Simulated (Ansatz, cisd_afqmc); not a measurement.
Species: ICl, charge 1, doublet. ICl+ (parent SMILES ClI, doublet).
B3LYP-D3(BJ)/def2-TZVP minimum from Ansatz (an electronic-structure program):
```xyz
2

Cl     0.0000     0.0000    -1.7065
I      0.0000     0.0000     0.5474
```
Charge +1, spin multiplicity 2.

Total energies in def2-SVP, 13 correlated electrons, 14 frozen orbitals. UHF or UKS for unpaired electrons; spin-orbit terms are left out. Correlated methods leave the cores frozen (noble-gas shells, and filled d and f shells in the p block). Past Kr the def2 sets carry scalar-relativistic core potentials. AFQMC is phaseless with a CISD trial state; ± is one standard error, without the phaseless bias. Outlying blocks are dropped, and bars are widened where a walk drifts. Over all cases where full CI ran beside it in this data, AFQMC minus full CI had a median of +0.1 mEh and passed +0.4 mEh in a tenth of the cases. Spin-orbit terms, left out, reach several kcal/mol for Br and I, and more for heavier atoms. The spin of ClI+ (parent SMILES ClI, doublet) was assumed, and the state is the lowest solution found for it.

| method | program | energy (Eh) | minus CCSDTQ (mEh) |
|---|---|---|---|
| HF | Ansatz | -755.63405 | 251.76 |
| MP2 | Ansatz | -755.85068 | 35.13 |
| CCSD | Ansatz | -755.87704 | 8.77 |
| CCSD(T) | Ansatz | -755.88419 | 1.62 |
| CCSDT(Q) | Ansatz | -755.88590 | -0.09 |
| CCSDTQ | Ansatz | -755.88581 | 0.00 |
| AFQMC/CISD | cisd_afqmc | -755.8849 ± 0.0003 | 0.9 ± 0.3 |

Rough core times of Ansatz's runs on a shared machine: CCSD(T) 30 s, CCSDT(Q) 70 s, CCSDTQ 30 min.
